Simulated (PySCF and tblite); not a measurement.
Values are calculated unless marked as measured or tabulated.
System: C₆H₅ClN₂, numbered as in [N:1]#[C:2][CH:3]([C:4]#[N:5])[C:6]1([Cl:7])[CH2:8][CH2:9]1.

The path came from a restrained scan, a climbing-image band and a saddle search at GFN2-xTB; energies are revPBE/pcSseg-1 + D3(BJ)//GFN2-xTB, thermal terms GFN2-xTB. Rates follow Eyring's equation with the number of equivalent paths and no tunnelling. Programs: tblite and PySCF.

Q: Estimate the barrier and the room-temperature rate of the rotation about the C3–C6 bond (torsion C2–C3–C6–Cl7 from 65° to 175°, rising).

A: The electronic barrier is 2.7 kcal/mol and ΔG‡(298 K) 3.3 kcal/mol, over a Cs saddle with an imaginary mode of 30i cm⁻¹ (GFN2-xTB). With 1 equivalent path, k is 2.3×10¹⁰ s⁻¹, a mean lifetime of the start of 43 ps against this motion.
